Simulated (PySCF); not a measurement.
Be⁺ (beryllium, charge +1) across methods

[He] 2s1, 2S determinant. Computed with PySCF 2.14 in aug-cc-pCVQZ-DK, with the spin-free X2C one-electron Hamiltonian (Gaussian nucleus).

```json
{"method": "r2SCAN", "E (hartree)": "-14.3283", "mean ε 1s α (eV)": "-120.13", "mean ε 1s β (eV)": "-119.72", "mean ε 2s α (eV)": "-14.596", "Σ⟨r²⟩ (bohr²)": "6.476", "⟨S²⟩": "0.750"}
{"method": "BLYP", "E (hartree)": "-14.3341", "mean ε 1s α (eV)": "-118.13", "mean ε 1s β (eV)": "-117.70", "mean ε 2s α (eV)": "-14.295", "Σ⟨r²⟩ (bohr²)": "6.385", "⟨S²⟩": "0.750"}
{"method": "LDA", "E (hartree)": "-14.1178", "mean ε 1s α (eV)": "-116.47", "mean ε 1s β (eV)": "-115.98", "mean ε 2s α (eV)": "-14.301", "Σ⟨r²⟩ (bohr²)": "6.519", "⟨S²⟩": "0.750"}
{"method": "revPBE", "E (hartree)": "-14.3356", "mean ε 1s α (eV)": "-117.91", "mean ε 1s β (eV)": "-117.45", "mean ε 2s α (eV)": "-14.489", "Σ⟨r²⟩ (bohr²)": "6.439", "⟨S²⟩": "0.750"}
{"method": "PBE", "E (hartree)": "-14.3018", "mean ε 1s α (eV)": "-117.80", "mean ε 1s β (eV)": "-117.29", "mean ε 2s α (eV)": "-14.471", "Σ⟨r²⟩ (bohr²)": "6.445", "⟨S²⟩": "0.750"}
{"method": "UHF", "E (hartree)": "-14.27987", "mean ε 1s α (eV)": "-140.40", "mean ε 1s β (eV)": "-139.27", "mean ε 2s α (eV)": "-18.132", "Σ⟨r²⟩ (bohr²)": "6.553", "⟨S²⟩": "0.750"}
{"method": "PBE0", "E (hartree)": "-14.3094", "mean ε 1s α (eV)": "-123.62", "mean ε 1s β (eV)": "-122.97", "mean ε 2s α (eV)": "-15.482", "Σ⟨r²⟩ (bohr²)": "6.450", "⟨S²⟩": "0.750"}
{"method": "wB97M-V", "E (hartree)": "-14.3330", "mean ε 1s α (eV)": "-126.44", "mean ε 1s β (eV)": "-125.80", "mean ε 2s α (eV)": "-17.167", "Σ⟨r²⟩ (bohr²)": "6.562", "⟨S²⟩": "0.750"}
```
